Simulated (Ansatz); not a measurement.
Isomers of CH7FSi3, relaxed with PBE0-D4/def2-TZVP in Ansatz; electronic energies, one conformer each and not always the lowest. Functionals use def2-TZVPP; CBS adds triple-zeta CCSD(T) − MP2 to the MP2 limit of def2-TZVPP and def2-QZVPP.

Problem. Order them by energy at frozen-core CCSD(T)/CBS, lowest first. (Best estimate.)
A. `F[SiH2][SiH]1C[SiH2]1`
B. `F[Si]1([SiH3])C[SiH2]1`
C. `FC1[SiH2][SiH2][SiH2]1`
D. `F[SiH]1C[SiH2][SiH2]1`

Solution. D (0.0 kJ/mol), A (92.5 kJ/mol), B (126.7 kJ/mol), C (260.2 kJ/mol).

Problem. How do PBE-D4, ωB97M-V, B3LYP-D4, HF/CBS(def2) place them (kJ/mol, against `F[SiH]1C[SiH2][SiH2]1`)? (An estimate is asked.)

Solution. Ansatz gave: 
```json
{"isomer": "`F[Si]1([SiH3])C[SiH2]1`", "PBE-D4": "112.2", "ωB97M-V": "115.9", "B3LYP-D4": "120.0", "HF/CBS(def2)": "147.6"}
{"isomer": "`F[SiH2][SiH]1C[SiH2]1`", "PBE-D4": "87.8", "ωB97M-V": "94.1", "B3LYP-D4": "89.8", "HF/CBS(def2)": "94.7"}
{"isomer": "`FC1[SiH2][SiH2][SiH2]1`", "PBE-D4": "237.4", "ωB97M-V": "253.0", "B3LYP-D4": "247.7", "HF/CBS(def2)": "265.9"}
```

B3LYP here is the variant with VWN-RPA as its local correlation; programs differ in this.
